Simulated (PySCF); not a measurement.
SMILES c1cncc(-c2ccncc2)c1, GFN2-xTB optimised geometry.

```
20

C      2.28     1.22    -0.02
C      2.95     0.00     0.00
N      2.32    -1.17     0.00
C      1.00    -1.17     0.00
C      0.22    -0.01     0.00
C     -1.24    -0.07     0.01
C     -2.01     0.80    -0.77
C     -3.39     0.69    -0.73
N     -4.03    -0.20     0.01
C     -3.30    -1.03     0.75
C     -1.92    -1.01     0.78
C      0.90     1.21    -0.01
H      2.84     2.14    -0.02
H      4.03    -0.06     0.00
H      0.53    -2.14    -0.02
H     -1.54     1.53    -1.40
H     -4.02     1.34    -1.32
H     -3.87    -1.74     1.34
H     -1.38    -1.70     1.41
H      0.35     2.14     0.00
```

Density from PySCF 2.14.0 with B3LYP/def2-SVP at that geometry.

Minimum of the electron density along straight lines between bonded atoms, close to the bond critical point (lines longer than 1.1 times the sum of covalent radii, or with two minima, are not listed):

```json
[
 {"bond": "C1–C2", "length / Å": "1.387", "ρ at the minimum / e bohr⁻³": "0.315", "∇²ρ there / e bohr⁻⁵": "-0.82", "position (fraction from the first atom)": "0.50"},
 {"bond": "C2–N3", "length / Å": "1.322", "ρ at the minimum / e bohr⁻³": "0.352", "∇²ρ there / e bohr⁻⁵": "-1.02", "position (fraction from the first atom)": "0.35"},
 {"bond": "N3–C4", "length / Å": "1.318", "ρ at the minimum / e bohr⁻³": "0.355", "∇²ρ there / e bohr⁻⁵": "-1.02", "position (fraction from the first atom)": "0.65"},
 {"bond": "C4–C5", "length / Å": "1.396", "ρ at the minimum / e bohr⁻³": "0.310", "∇²ρ there / e bohr⁻⁵": "-0.79", "position (fraction from the first atom)": "0.50"},
 {"bond": "C5–C6", "length / Å": "1.467", "ρ at the minimum / e bohr⁻³": "0.273", "∇²ρ there / e bohr⁻⁵": "[?]", "position (fraction from the first atom)": "0.50"},
 {"bond": "C6–C7", "length / Å": "1.394", "ρ at the minimum / e bohr⁻³": "0.309", "∇²ρ there / e bohr⁻⁵": "-0.78", "position (fraction from the first atom)": "0.51"},
 {"bond": "C7–C8", "length / Å": "1.385", "ρ at the minimum / e bohr⁻³": "0.317", "∇²ρ there / e bohr⁻⁵": "-0.83", "position (fraction from the first atom)": "0.50"},
 {"bond": "C8–N9", "length / Å": "1.322", "ρ at the minimum / e bohr⁻³": "0.353", "∇²ρ there / e bohr⁻⁵": "-1.04", "position (fraction from the first atom)": "0.35"},
 {"bond": "N9–C10", "length / Å": "1.322", "ρ at the minimum / e bohr⁻³": "0.353", "∇²ρ there / e bohr⁻⁵": "-1.04", "position (fraction from the first atom)": "0.65"},
 {"bond": "C6–C11", "length / Å": "1.394", "ρ at the minimum / e bohr⁻³": "0.309", "∇²ρ there / e bohr⁻⁵": "-0.78", "position (fraction from the first atom)": "0.51"},
 {"bond": "C10–C11", "length / Å": "1.385", "ρ at the minimum / e bohr⁻³": "0.317", "∇²ρ there / e bohr⁻⁵": "-0.83", "position (fraction from the first atom)": "0.50"},
 {"bond": "C1–C12", "length / Å": "1.384", "ρ at the minimum / e bohr⁻³": "0.315", "∇²ρ there / e bohr⁻⁵": "-0.82", "position (fraction from the first atom)": "0.50"},
 {"bond": "C5–C12", "length / Å": "1.394", "ρ at the minimum / e bohr⁻³": "0.309", "∇²ρ there / e bohr⁻⁵": "-0.78", "position (fraction from the first atom)": "0.50"},
 {"bond": "C1–H13", "length / Å": "1.079", "ρ at the minimum / e bohr⁻³": "0.285", "∇²ρ there / e bohr⁻⁵": "-1.09", "position (fraction from the first atom)": "0.63"},
 {"bond": "C2–H14", "length / Å": "1.082", "ρ at the minimum / e bohr⁻³": "0.288", "∇²ρ there / e bohr⁻⁵": "-1.13", "position (fraction from the first atom)": "0.64"},
 {"bond": "C4–H15", "length / Å": "1.083", "ρ at the minimum / e bohr⁻³": "0.288", "∇²ρ there / e bohr⁻⁵": "-1.13", "position (fraction from the first atom)": "0.64"},
 {"bond": "C7–H16", "length / Å": "1.079", "ρ at the minimum / e bohr⁻³": "0.284", "∇²ρ there / e bohr⁻⁵": "-1.08", "position (fraction from the first atom)": "0.63"},
 {"bond": "C8–H17", "length / Å": "1.082", "ρ at the minimum / e bohr⁻³": "0.288", "∇²ρ there / e bohr⁻⁵": "-1.13", "position (fraction from the first atom)": "0.64"},
 {"bond": "C10–H18", "length / Å": "1.082", "ρ at the minimum / e bohr⁻³": "0.288", "∇²ρ there / e bohr⁻⁵": "-1.13", "position (fraction from the first atom)": "0.64"},
 {"bond": "C11–H19", "length / Å": "1.079", "ρ at the minimum / e bohr⁻³": "0.285", "∇²ρ there / e bohr⁻⁵": "-1.09", "position (fraction from the first atom)": "0.63"},
 {"bond": "C12–H20", "length / Å": "1.081", "ρ at the minimum / e bohr⁻³": "0.285", "∇²ρ there / e bohr⁻⁵": "-1.10", "position (fraction from the first atom)": "0.63"}
]
```

Fill in the missing entries.


- C5–C6, ∇²ρ there / e bohr⁻⁵: -0.67
